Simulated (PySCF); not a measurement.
Spin-rotation constants: `C1(=O)C(Cl)=C(C#C)C1=O`, C6HClO2

Molfile (atoms numbered from 1):
```
C6HClO2
     RDKit          3D

 10 10  0  0  0  0  0  0  0  0999 V2000
    2.7530   -0.0289    0.1721 C   0  0  0  0  0  0  0  0  0  0  0  0
    1.5509    0.0037    0.0925 C   0  0  0  0  0  0  0  0  0  0  0  0
    0.1669   -0.0121    0.0132 C   0  0  0  0  0  0  0  0  0  0  0  0
   -0.8021    0.9175   -0.2947 C   0  0  0  0  0  0  0  0  0  0  0  0
   -0.7417    2.5375   -0.7241 Cl  0  0  0  0  0  0  0  0  0  0  0  0
   -1.9306   -0.0406   -0.1082 C   0  0  0  0  0  0  0  0  0  0  0  0
   -3.1181    0.0058   -0.1945 O   0  0  0  0  0  0  0  0  0  0  0  0
   -0.8500   -1.0898    0.2378 C   0  0  0  0  0  0  0  0  0  0  0  0
   -0.8200   -2.2404    0.5447 O   0  0  0  0  0  0  0  0  0  0  0  0
    3.8006   -0.0479    0.2387 H   0  0  0  0  0  0  0  0  0  0  0  0
  1  2  3  0
  2  3  1  0
  3  4  2  0
  4  5  1  0
  4  6  1  0
  6  7  2  0
  6  8  1  0
  8  9  2  0
  8  3  1  0
  1 10  1  0
M  END
```

Level of theory: GIAO HF/pcSseg-1 magnetisability, rotational g tensor and spin-rotation constants, non-relativistic, gas phase in PySCF. Geometry: GFN2-xTB.

(1) Give the nuclear spin-rotation constants along the inertial axes (H = +C I·J) beside the isotropic shieldings.

Results:

(1) Rotational constants 1.5578, 1.4315, 0.7460 GHz. A star marks the isotopologue with that one atom substituted, in its own axes.
| atom | isotope | Caa (kHz) | Cbb (kHz) | Ccc (kHz) | mean (kHz) | σ (ppm) |
| --- | --- | --- | --- | --- | --- | --- |
| Cl5 | 35Cl | 0.482 | 0.330 | 0.099 | 0.303 | 766.3 |
| H10 | 1H | 0.017 | -0.081 | -0.087 | -0.050 | 26.3 |
| C1 | 13C* | 0.406 | 0.454 | 0.250 | 0.370 | 58.6 |
| C2 | 13C* | 0.022 | 0.300 | 0.242 | 0.188 | 140.4 |
| C3 | 13C* | 0.728 | 0.803 | 0.113 | 0.548 | 2.5 |
| C4 | 13C* | 0.642 | 0.924 | 0.133 | 0.566 | -10.5 |
| C6 | 13C* | 0.662 | 0.713 | 0.202 | 0.526 | -2.2 |
| O7 | 17O* | -1.522 | -0.987 | -0.021 | -0.843 | -295.1 |
| C8 | 13C* | 0.751 | 0.623 | 0.197 | 0.523 | 0.7 |
| O9 | 17O* | -1.288 | -1.127 | -0.012 | -0.809 | -270.2 |

For the geometry as given, no vibrational averaging.
